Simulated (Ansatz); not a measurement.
Ansatz (a quantum-chemistry and plane-wave program) input (RPA@PBE/def2-TZVPP):

Ansatz 0.2 input:
```yaml
crystal:
  periodic: [false, false, false]
  atoms:
    - {symbol: Zr, position_ang: [-0.00000000, 0.00000000, 0.00000000]}
    - {symbol: Br, position_ang: [2.05732760, -0.93571869, -1.27389505]}
    - {symbol: Br, position_ang: [1.04639007, 0.58585280, 2.30061280]}
    - {symbol: Br, position_ang: [-1.32250526, 2.16886745, -0.52722744]}
    - {symbol: Br, position_ang: [-1.78121242, -1.81900156, -0.49949031]}
basis:
  gaussian:
    orbitals: def2-TZVPP
hamiltonian:
  xc: pbe
total_charge: -1
magnetization: {spin_polarized: true, initial_magnetization: 1}
correlation: {method: rpa, electrons: outside_noble_gas}
```

Output:

```
Functional definition: PBE
integrals: 0.91 GiB planned
1696 factors; integrals over basis functions are off by at most 3.7e-4 eV
mean field: 1.45 GiB planned
mean field evaluation 1: about -281434.0185 eV, gradient 1.8e1 eV
mean field evaluation 2: about -281434.0178 eV, gradient 1.8e1 eV
mean field evaluation 4: about -281433.0025 eV, gradient 1.6e1 eV
mean field evaluation 8: about -281434.4724 eV, gradient 5.8e-2 eV
mean field evaluation 16: about -281434.4724 eV, gradient 3.3e-5 eV
mean field evaluation 32: about -281434.0368 eV, gradient 2.8e-6 eV
mean field evaluation 64: about -281433.8672 eV, gradient 4.9e-1 eV
mean field evaluation 96: about -281434.4638 eV, gradient 8.8e-1 eV
mean field evaluation 128: about -281433.3796 eV, gradient 1.7e1 eV
mean field -281434.47241217 eV, -10342.5260980105 hartree, gradient 3.2e-6 eV, S^2 0.752805; 14 other end points of the search recorded, 0 dependent functions left out
60 core orbitals not correlated
reference -281271.00431602 eV, -10336.5187562796 hartree; 17, 16 occupied and 171, 172 virtual orbitals, 1696 factors
Total energy: -281304.96785065 eV, -10337.7668931560 hartree
```

The spin state was set by rule; other spins were not relaxed.
